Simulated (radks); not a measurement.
The numbers below are computed, except where a source is named.
Question: Ru3.5+, 40.5 electrons, occupied as [Ar] 3d10 4s2 4d(up 3, down 3) 4p(up 2.5, down 2) (fractional occupations, a model configuration). Code: a radial shooting solver on a logarithmic mesh with Libxc functionals. Model: scalar-relativistic Kohn-Sham, r2SCAN, spin-polarised, spherical densities, finite nucleus; meta-GGA in the generalised Kohn-Sham scheme; Fermi nuclear charge, rms radius 4.4809 fm. Some entries of the table are withheld. Estimate them.

| orbital | occ. | eigenvalue (hartree) | r(max) (bohr) |
|---|---|---|---|
| 1s up | 1 | -809.7110 | 0.02172 |
| 1s down | 1 | -809.7053 | 0.02172 |
| 2s up | 1 | -118.4249 | 0.1228 |
| 2s down | 1 | -118.4232 | 0.1228 |
| 2p up | 3 | -106.1563 | 0.09825 |
| 2p down | 3 | -106.1517 | 0.09826 |
| 3s up | 1 | -22.51677 | 0.3610 |
| 3s down | 1 | -22.51307 | 0.3610 |
| 3p up | 3 | -18.44684 | 0.3545 |
| 3p down | 3 | -18.44203 | 0.3545 |
| 3d up | 5 | (1) | (2) |
| 3d down | 5 | (3) | (4) |
| 4s up | 1 | -4.55610 | 0.9104 |
| 4s down | 1 | -4.52388 | 0.9104 |
| 4p up | 2.5 | -3.39663 | 0.9723 |
| 4p down | 2 | -3.36722 | 0.9730 |
| 4d up | 3 | -1.70517 | 1.140 |
| 4d down | 3 | -1.68436 | 1.144 |

Answer: 
(1) 3d up eigenvalue (hartree): -11.91579
(2) 3d up r(max) (bohr): 0.3018
(3) 3d down eigenvalue (hartree): -11.91021
(4) 3d down r(max) (bohr): 0.3018
